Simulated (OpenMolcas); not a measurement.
**Multiconfigurational calculation on Mo²⁺**

Input:

```
&GATEWAY
Coord
1

Mo 0.0 0.0 0.0
Basis=ANO-R0
Group=XYZ
NoMove
AngMom=0.0 0.0 0.0
AMFI
&SEWARD
&RASSCF
FileOrb=start.orb
Symmetry=1
Spin=5
nActEl=4 0 0
Inactive=9 9
Ras2=5 0
CIRoot=5 5 1
SDav=5
CIMx=300
Iter=120 100
PrWF=0.3
OrbListing=Nothing
MaxOrb=0
Atom
>>> COPY $Project.JobIph JOB001
&RASSCF
FileOrb=start.orb
Symmetry=1
Spin=3
nActEl=4 0 0
Inactive=9 9
Ras2=5 0
CIRoot=45 45 1
SDav=45
CIMx=300
Iter=120 100
PrWF=0.3
OrbListing=Nothing
MaxOrb=0
Atom
>>> COPY $Project.JobIph JOB002
&RASSCF
FileOrb=start.orb
Symmetry=1
Spin=1
nActEl=4 0 0
Inactive=9 9
Ras2=5 0
CIRoot=50 50 1
SDav=50
CIMx=300
Iter=120 100
PrWF=0.3
OrbListing=Nothing
MaxOrb=0
Atom
>>> COPY $Project.JobIph JOB003
&RASSI
NrOfJobIphs=3 5 30 22
1 2 3 4 5
1 2 3 4 5 6 7 8 9 10 11 12 13 14 15 16 17 18 19 20 21 22 23 24 25 26 27
28 29 30
1 2 3 4 5 6 7 8 9 10 11 12 13 14 15 16 17 18 19 20 21 22
IphNames
JOB001
JOB002
JOB003
EJob
SpinOrbit
DIPRint=1.0
SOCoupling=1000.0
Subsets=2
MEES
Property=10
'ANGMOM' 1 'ANGMOM' 2 'ANGMOM' 3 'MLTPL  1' 1 'MLTPL  1' 2 'MLTPL  1' 3
'AMFI' 1 'AMFI' 2 'AMFI' 3 'MLTPL  2' 6
SOProperty=3
'ANGMOM' 1 'ANGMOM' 2 'ANGMOM' 3
```

Launched by
```bash
OMP_NUM_THREADS=1 MOLCAS_MEM=2252 MOLCAS_PROJECT=a pymolcas a.inp > a.log  # once for each step of the input, in one work folder
```

A driver script runs the steps one by one and writes start.orb anew before each from the orbitals found so far.

Output, cut to the results:

```
--- SEWARD ---
Basis set label: MO.ANO-R...5S3P2D.

      Electronic valence basis set:
      ------------------
      Associated Effective Charge  42.000000 au
      Associated Actual Charge     42.000000 au
      Nuclear Model: Finite nucleus - Gaussian distribution
        Gaussian exponent, Xi/bohr**(-2):  2.14585E+08

      Shell  nPrim  nBasis  Cartesian Spherical Contaminant
         s      23       5        X
         p      16       3        X
         d      12       2                 X
                  Relativistic X2C integrals
                  Atomic mean-field integrals
--- RASSCF ---
Wave function specifications:
      -----------------------------

      Number of closed shell electrons          36
      Number of electrons in active shells       4
      Max number of holes in RAS1 space          0
      Max nr of electrons in RAS3 space          0
      Number of inactive orbitals               18
      Number of active orbitals                  5
      Number of secondary orbitals               1
      Spin quantum number                      2.0
      State symmetry                             1
Orbital specifications:
      -----------------------

      Symmetry species                           1   2
                                                ag  au
      Frozen orbitals                            0   0
      Inactive orbitals                          9   9
      Active orbitals                            5   0
      RAS1 orbitals                              0   0
      RAS2 orbitals                              5   0
      RAS3 orbitals                              0   0
      Secondary orbitals                         1   0
      Deleted orbitals                           0   0
      Number of basis functions                 15   9
      Number of CSFs                             5
      Number of root(s) required                 5
      Iter CI   SX   CI       RASSCF       Energy    max ROT     max BLB   max BLB  Level Ln srch  Step   QN
          iter iter root      energy       change     param      element    value   shift minimum  type update
 Nr of preliminary CI iterations:   1
      Total energies have been shifted. Add                -4000.00 au
        1   1    5    0   -45.40670895    0.00E+00  -6.99E-03    9  15 1  4.52E-02*  0.00   0.00    SX    NO
        2   1    4    0   -45.40709280   -3.84E-04*  6.03E-04    9  15 1  3.90E-03*  0.00   0.00    SX    NO
        3   1    3    0   -45.40709536   -2.57E-06* -5.42E-05    9  15 1  3.51E-04*  0.00   0.00    SX    NO
        4   1    3    0   -45.40709538   -2.10E-08* -4.92E-06    9  15 1  3.18E-05   0.00   0.00    SX    NO
        5   1    2    0   -45.40709538   -1.73E-10  -4.91E-07    9  15 1  2.89E-06   0.00   1.10    QN   YES
      Convergence after  5 iterations
        6   1    2    0   -45.40709538   -1.82E-12  -4.91E-07    3  15 1 -4.93E-08   0.00   1.10    QN   YES
      Natural orbitals and occupation numbers for root  1
      sym 1:   1.000000   1.000000   0.000000   1.000000   1.000000
      Natural orbitals and occupation numbers for root  2
      sym 1:   1.000000   1.000000   1.000000   1.000000  -0.000000
      Natural orbitals and occupation numbers for root  3
      sym 1:   1.000000   1.000000   1.000000   0.000000   1.000000
::    RASSCF root number  1 Total energy:  -4045.40709538
::    RASSCF root number  2 Total energy:  -4045.40709538
::    RASSCF root number  3 Total energy:  -4045.40709538
::    RASSCF root number  4 Total energy:  -4045.40709538
::    RASSCF root number  5 Total energy:  -4045.40709538
--- RASSCF ---
Wave function specifications:
      -----------------------------

      Number of closed shell electrons          36
      Number of electrons in active shells       4
      Max number of holes in RAS1 space          0
      Max nr of electrons in RAS3 space          0
      Number of inactive orbitals               18
      Number of active orbitals                  5
      Number of secondary orbitals               1
      Spin quantum number                      1.0
      State symmetry                             1
Orbital specifications:
      -----------------------

      Symmetry species                           1   2
                                                ag  au
      Frozen orbitals                            0   0
      Inactive orbitals                          9   9
      Active orbitals                            5   0
...
--- RASSI ---
SPIN-FREE ENERGIES:
  (Shifted by EMIN (a.u.) =      -4045.4070953823)

 SF State       Relative EMIN(au)   Rel lowest level(eV)    D:o, cm**(-1)      L_eff

     1             0.0000000000        0.0000000000              0.0000         2.0
     2             0.0000000000        0.0000000000              0.0000         2.0
     3             0.0000000000        0.0000000000              0.0000         2.0
     4             0.0000000000        0.0000000000              0.0000         2.0
     5             0.0000000000        0.0000000000              0.0000         2.0
     6             0.0632026539        1.7198318261          13871.3792         5.0
     7             0.0632026539        1.7198318261          13871.3792         5.0
     8             0.0632026539        1.7198318261          13871.3792         5.0
     9             0.0632026539        1.7198318261          13871.3792         5.0
    10             0.0632026539        1.7198318261          13871.3792         5.0
    11             0.0632026539        1.7198318261          13871.3792         5.0
    12             0.0632026539        1.7198318261          13871.3792         5.0
    13             0.0632026539        1.7198318261          13871.3792         5.0
    14             0.0632026539        1.7198318261          13871.3792         5.0
    15             0.0632026539        1.7198318261          13871.3792         5.0
    16             0.0632026539        1.7198318261          13871.3792         5.0
    17             0.0709689009        1.9311621731          15575.8734         1.0
    18             0.0709689009        1.9311621731          15575.8734         1.0
    19             0.0709689009        1.9311621731          15575.8734         1.0
    20             0.0726811643        1.9777552336          15951.6717         3.0
    21             0.0726811643        1.9777552336          15951.6717         3.0
...
```

Levels above the lowest, from the spin-orbit matrix, grouped by J:

```json
{"Configuration": "4d⁴", "Term": "⁵D", "J": "0", "E (eV)": "0.0000", "Measured (eV)": "0.0000", "g": "", "Term weight %": "99"}
{"Configuration": "4d⁴", "Term": "⁵D", "J": "1", "E (eV)": "0.0232", "Measured (eV)": "0.0300", "g": "1.501", "Term weight %": "99"}
{"Configuration": "4d⁴", "Term": "⁵D", "J": "2", "E (eV)": "0.0664", "Measured (eV)": "0.0829", "g": "1.501", "Term weight %": "100"}
{"Configuration": "4d⁴", "Term": "⁵D", "J": "3", "E (eV)": "0.1247", "Measured (eV)": "0.1518", "g": "1.500", "Term weight %": "100"}
{"Configuration": "4d⁴", "Term": "⁵D", "J": "4", "E (eV)": "0.1925", "Measured (eV)": "0.2321", "g": "1.500", "Term weight %": "99"}
{"Configuration": "4d⁴", "Term": "³H", "J": "4", "E (eV)": "1.7738", "Measured (eV)": "1.5721", "g": "0.813", "Term weight %": "95"}
{"Configuration": "4d⁴", "Term": "³H", "J": "5", "E (eV)": "1.8244", "Measured (eV)": "1.6460", "g": "1.039", "Term weight %": "97"}
{"Configuration": "4d⁴", "Term": "³P", "J": "0", "E (eV)": "1.8530", "Measured (eV)": "1.3823", "g": "", "Term weight %": "99"}
{"Configuration": "4d⁴", "Term": "³H", "J": "6", "E (eV)": "1.8753", "Measured (eV)": "1.7124", "g": "1.165", "Term weight %": "99"}
{"Configuration": "4d⁴", "Term": "³P", "J": "1", "E (eV)": "1.9595", "Measured (eV)": "1.5511", "g": "1.501", "Term weight %": "99"}
{"Configuration": "4d⁴", "Term": "³F", "J": "3", "E (eV)": "2.0588", "Measured (eV)": "1.7294", "g": "1.017", "Term weight %": "80"}
{"Configuration": "4d⁴", "Term": "³F", "J": "2", "E (eV)": "2.0761", "Measured (eV)": "1.7269", "g": "0.666", "Term weight %": "100"}
{"Configuration": "4d⁴", "Term": "³F", "J": "4", "E (eV)": "2.0831", "Measured (eV)": "1.7725", "g": "1.209", "Term weight %": "82"}
{"Configuration": "4d⁴", "Term": "³P", "J": "2", "E (eV)": "2.1751", "Measured (eV)": "1.7801", "g": "1.501", "Term weight %": "100"}
```

Against the 13 measured excited levels shown (Sugar and Musgrove, J. Phys. Chem. Ref. Data 17, 155 (1988)) the mean absolute deviation is 1800 cm-1; the largest miss in energy is 4d⁴ ³P₀: computed 1.8530, measured 1.3823 eV (+34.0 %).

Some high roots are left out of the spin-orbit mixing, which shifts the levels that they would mix with. Levels of configurations with an s electron are missing; early in the row they begin among the upper levels of the d shell and mix with terms of their name. Without dynamic correlation excited terms often stand tens of per cent too high (terms of higher spin than the ground term too low), and those without a measured partner can miss by more than the paired ones. Some levels mix across a computed gap that differs much from the measured one, so their mixing is not that of the real levels. Measured partners are found by configuration, term and J. A level has none where our copy of the source lacks it or the pairing is in doubt (some pairs that miss far off the trend of their configuration count as doubtful), and it then counts in no deviation. Levels of configurations outside the active space are missing. The first state left out of the spin-orbit step lies near 22000 cm-1 above the lowest spin-free state of the reference (among the parities and spins computed), and the list stops at four fifths of that energy or lower.

The term weight is that of the spin-free term in the level, not the purity of its configuration.
